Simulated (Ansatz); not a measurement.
```yaml
crystal:
  periodic: [false, false, false]
  atoms:
    - {symbol: O, position_ang: [0.407089, -1.524692, 0.072336]}
    - {symbol: Ta, position_ang: [0.067255, 0.021961, 0.199327]}
    - {symbol: O, position_ang: [1.762060, 0.681530, -0.546178]}
    - {symbol: O, position_ang: [-1.627615, -0.047955, 0.458672]}
    - {symbol: F, position_ang: [-0.550015, 0.732073, -1.628641]}
    - {symbol: F, position_ang: [0.761167, 0.896767, 2.026826]}
    - {symbol: H, position_ang: [-0.133565, -2.410749, 0.306755]}
    - {symbol: H, position_ang: [2.152752, 1.040114, -1.471957]}
    - {symbol: H, position_ang: [-2.726240, 0.324830, 0.261774]}
basis:
  gaussian: {orbitals: def2-TZVPP, point_charges: [{charge: 0.50, position_ang: [5.994, 0.232, -0.795]}]}
total_charge: 1
magnetization: {spin_polarized: true, initial_magnetization: 1}
hamiltonian: {xc: {name: B97M-V}}
multiplicity: 3
output: {forces: true}
```

```sh
$ ansatz run in.yaml --threads 4 --pin off --events-out ev --progress --plain --max-ram 11315MiB
```

Output, abridged:

```
Error: YAML parse error: error: line 18 column 1: unknown field `multiplicity`, expected one of crystal, accuracy, basis, kpoints, hamiltonian, magnetization, projection, total_charge, correlation, batch, efield, external_charges, scf, relax, neb, saddle, md, ramp, phonons, dielectric, real_time, elastic, magnetic_configurations, gw, evaluate, workflow, output, checkpoint, execution
16 | magnetization: {spin_polarized: true, initial_magnetization: 1}
17 | hamiltonian: {xc: {name: B97M-V}}
18 | multiplicity: 3
19 | output: {forces: true}
```

Problem. Something in this input is off. What?

Solution. The input holds a key that doesn't belong there. The input was rejected before any iteration.
